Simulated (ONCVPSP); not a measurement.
# Transferability test, ONCV potential for Zn (Z = 30)

ONCVPSP 4.0.1 input, shortened (lines: element, Z, core and valence counts, functional; n l f; lmax; l rc ep ncon nbas qcut; lloc lpopt rc5 dvloc0; l nproj debl; icmod fcfact rcfact), LDA (Perdew-Wang 92), non-relativistic:

```
  Zn 30.00    3    4  -001012      upf
    1    0    2.00
    2    0    2.00
    2    1    6.00
    3    0    2.00
    3    1    6.00
    3    2   10.00
    4    0    2.00
    2
    0    1.35    0.00    4    8    9.30
    1    0.70    0.00    5    9   14.20
    2    1.20    0.00    4    8   14.10
    4    5    0.50    6.00
    0    2    0.70
    1    2    1.70
    2    3    3.60
    1    0.55    0.00
```

In the p channel the program set the typed energies aside and used -3.022, 0.250 Ha.

Energies are relative to the spin-unpolarised reference configuration 3s2 3p6 3d10 4s2; without spin polarisation the order of configurations can differ from experiment.

(1) Give the all-electron excitation energy and the error of the potential for: 3s2 3p6 3d10 4s1; 3s2 3p6 3d10 4s0; 3s2 3p6 3d9 4s0; 3s2 3p6 3d9 4s2.

Results:

(1)

| valence configuration | charge | ΔE all-electron (eV) | error AE − PS (meV) |
| --- | --- | --- | --- |
| 3s2 3p6 3d10 4s1 | +1 | 9.959 | +0.8 |
| 3s2 3p6 3d10 4s0 | +2 | 28.350 | +4.0 |
| 3s2 3p6 3d9 4s0 | +3 | 69.533 | +4.8 |
| 3s2 3p6 3d9 4s2 | +1 | 18.700 | +23 |
